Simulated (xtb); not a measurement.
xtb input (GFN2-xTB):

```bash
xtb mol.xyz --gfn 2 --ohess tight --chrg -1 --uhf 0
```
mol.xyz:
```
13

Si     2.06163935     0.05808413     0.04148585
C      0.25011915     0.02445717     0.03548245
C     -0.58882744    -1.00925081     0.39947077
C     -2.01231176    -0.59515141     0.17229469
C     -1.81455523     0.76692369    -0.42708741
C     -0.52820390     1.19681478    -0.55449228
H      2.69492843     0.18113876    -1.26749479
H      2.56051971     1.10898765     0.91650313
H      2.60605017    -1.25759349     0.67828597
H     -0.30164544    -1.94704824     0.83725988
H     -2.57609675    -1.31327609    -0.47999400
H     -2.59986909    -0.56122367     1.08382263
H     -2.70691200     1.35931287    -0.71223812
```

End of the output:

```
           -------------------------------------------------
          | TOTAL ENERGY              -16.051823978350 Eh   |
Note: The following floating-point exceptions are signalling: IEEE_UNDERFLOW_FLAG IEEE_DENORMAL
normal termination of xtb
          | TOTAL ENTHALPY            -15.955425905954 Eh   |
          | TOTAL FREE ENERGY         -15.994530872635 Eh   |
          | GRADIENT NORM               0.000286918105 Eh/α |
          | HOMO-LUMO GAP               1.136187578312 eV   |
           -------------------------------------------------

------------------------------------------------------------------------
------------------------------------------------------------------------
 total:
 SCF:
 ANC optimizer:
 analytical hessian:
```

It need not be the lowest isomer of its formula. Whether it binds its extra electron was not tested at this geometry.
